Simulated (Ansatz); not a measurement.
Ansatz (a quantum-chemistry and plane-wave program) input (PBE/STO-3G):

Ansatz 0.2 input:
```yaml
crystal:
  periodic: [false, false, false]
  atoms:
    - {symbol: Y, position_ang: [0.09753700, -0.12750300, 0.30953000]}
    - {symbol: O, position_ang: [1.31815400, -0.07351300, -1.29181900]}
    - {symbol: F, position_ang: [-1.59435100, 0.61785600, -0.19301100]}
basis:
  gaussian:
    orbitals: STO-3G
hamiltonian:
  xc: {name: PBE}
total_charge: 1
magnetization: {spin_polarized: true, initial_magnetization: 1}
output: {forces: true}
```

Output:

```
Functional definition: PBE
integrals: 0.01 GiB planned
463 factors; integrals over basis functions are off by at most 9.7e-5 eV
mean field: 0.11 GiB planned
mean field evaluation 1: about -94437.4264 eV, gradient 2.8e1 eV
mean field evaluation 2: about -94116.3944 eV, gradient 2.0e2 eV
mean field evaluation 4: about -94430.9521 eV, gradient 5.2e1 eV
mean field evaluation 8: about -94445.5077 eV, gradient 1.1e-1 eV
mean field evaluation 16: about -94445.4875 eV, gradient 1.9e-4 eV
mean field evaluation 32: about -94445.4875 eV, gradient 1.8e-5 eV
mean field evaluation 64: about -94445.4875 eV, gradient 1.4e-5 eV
mean field -94445.48753837 eV, -3470.8076495843 hartree, gradient 1.4e-5 eV, S^2 0.758472; 8 other end points of the search recorded, 0 dependent functions left out
the calculation of the forces begins
reference -94445.48756924 eV, -3470.8076507189 hartree; 28, 27 occupied and 9, 10 virtual orbitals, 463 factors
Total energy: -94445.48756924 eV, -3470.8076507189 hartree
Atom 0 at     0.097537    -0.127503     0.309530 Å, force     2.480299    -1.098952     0.757499 eV/Å
Atom 1 at     1.318154    -0.073513    -1.291819 Å, force     0.492209    -0.113205    -0.197764 eV/Å
Atom 2 at    -1.594351     0.617856    -0.193011 Å, force    -2.972508     1.212157    -0.559735 eV/Å
Dipole moment:     0.235287    -0.342698     0.863252 e Å
```

The dipole moment of an ion depends on the origin.

The geometry given is a B3LYP-D3(BJ)/def2-TZVP minimum.
